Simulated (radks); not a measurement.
Question: Radial electron density D(r) = 4 pi r^2 rho(r) of an atom or ion with 15 electrons. Method: non-relativistic Kohn-Sham, PBE, spin-polarised, spherical densities, point nucleus; computed with a radial shooting solver on a logarithmic mesh with Libxc functionals.

```
   r/bohr * D(r) (the largest magnitude, 98, reaches the edge; | marks zero)
 0.001088 |*
 0.001217 | *
 0.001351 | *
 0.001511 | *
 0.001676 |  *
 0.001875 |   *
 0.002097 |   *
 0.002327 |    *
 0.002603 |     *
 0.002911 |       *
  0.00323 |        *
 0.003613 |          *
 0.004042 |            *
 0.004485 |              *
 0.005016 |                *
 0.005566 |                   *
 0.006225 |                      *
 0.006963 |                         *
 0.007726 |                            *
 0.008642 |                                *
 0.009666 |                                   *
  0.01073 |                                      *
    0.012 |                                        *
  0.01342 |                                           *
  0.01489 |                                            *
  0.01665 |                                            *
  0.01848 |                                            *
  0.02067 |                                           *
  0.02312 |                                          *
  0.02565 |                                        *
  0.02869 |                                       *
  0.03209 |                                      *
  0.03561 |                                       *
  0.03983 |                                        *
   0.0442 |                                           *
  0.04943 |                                              *
  0.05529 |                                                  *
  0.06135 |                                                     *
  0.06862 |                                                      *
  0.07676 |                                                    *
  0.08517 |                                                *
  0.09526 |                                          *
   0.1066 |                                  *
   0.1182 |                          *
   0.1322 |                    *
   0.1467 |                 *
   0.1641 |                *
   0.1836 |                *
   0.2037 |                *
   0.2278 |               *
   0.2548 |             *
   0.2828 |          *
   0.3163 |      *
   0.3538 |   *
   0.3925 | *
   0.4391 |*
   0.4872 *
   0.5449 *
   0.6095 *
   0.6763 *
   0.7564 *
```

What is the nuclear charge?

Answer: Z = 64. The innermost maximum, from 1s, lies near 1/Z = 0.0156 bohr (found: 0.0171), and its height grows with Z. The density is that of the gadolinium ion Gd49+ in [Ne] 3s2 3p3; the configuration itself is not fixed sharply by these data, and Z only to a few units. D(r) has 3 maxima, at r = 0.0171, 0.0681, 0.200 bohr, and minima at 0.0329, 0.168 bohr, inside which lie 2.04, 10.64 electrons.
